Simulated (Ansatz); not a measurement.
Breaking the Se1–H2 bond in SeH (multiplicity 2 held). Energies count from the point at 1.475 Å.


Restricted levels (R-, RO-) in cc, def2 and unpolarised 6-31G sets keep to the state of the molecule at rest. U- levels take the lowest unrestricted solution at each point, which mixes spins at long bonds. Active spaces are followed from rest. Full CI gives the lowest state of the spin. Levels need not reach the same state.

Frozen-core correlation. Filled d and f shells under p-block atoms count as core.

Codes used: Ansatz (Gaussian orbitals). 

```json
[
 {"level": "RO-HF/cc-pVDZ", "energy at R = 5.900 Å (kcal/mol)": "187.14"},
 {"level": "U-HF/cc-pVDZ", "energy at R = 5.900 Å (kcal/mol)": "51.19"},
 {"level": "U-MP2/cc-pVDZ", "energy at R = 5.900 Å (kcal/mol)": "67.95"},
 {"level": "RO-SCS-MP2/cc-pVDZ", "energy at R = 5.900 Å (kcal/mol)": "___"},
 {"level": "U-CCSD/cc-pVDZ", "energy at R = 5.900 Å (kcal/mol)": "70.22"},
 {"level": "U-CCSD(T)/cc-pVDZ", "energy at R = 5.900 Å (kcal/mol)": "70.88"},
 {"level": "CASSCF(7,5)/cc-pVDZ", "energy at R = 5.900 Å (kcal/mol)": "___"},
 {"level": "FIC-MRCISD+Q on CASSCF(7,5)/cc-pVDZ", "energy at R = 5.900 Å (kcal/mol)": "70.88"},
 {"level": "FCI/cc-pVDZ", "energy at R = 5.900 Å (kcal/mol)": "71.19"}
]
```

**Question.** Some entries are withheld; supply them.

**Answer.** 
- RO-SCS-MP2/cc-pVDZ, energy at R = 5.900 Å (kcal/mol): 34.98
- CASSCF(7,5)/cc-pVDZ, energy at R = 5.900 Å (kcal/mol): 63.29

Doubts at one or more of the structures used: a restricted determinant that unrestricted orbitals would lower (RO-HF/cc-pVDZ, RO-SCS-MP2/cc-pVDZ); a spin-contaminated determinant (U-HF/cc-pVDZ, U-MP2/cc-pVDZ, U-CCSD/cc-pVDZ, U-CCSD(T)/cc-pVDZ).

Ansatz is a first-principles code.
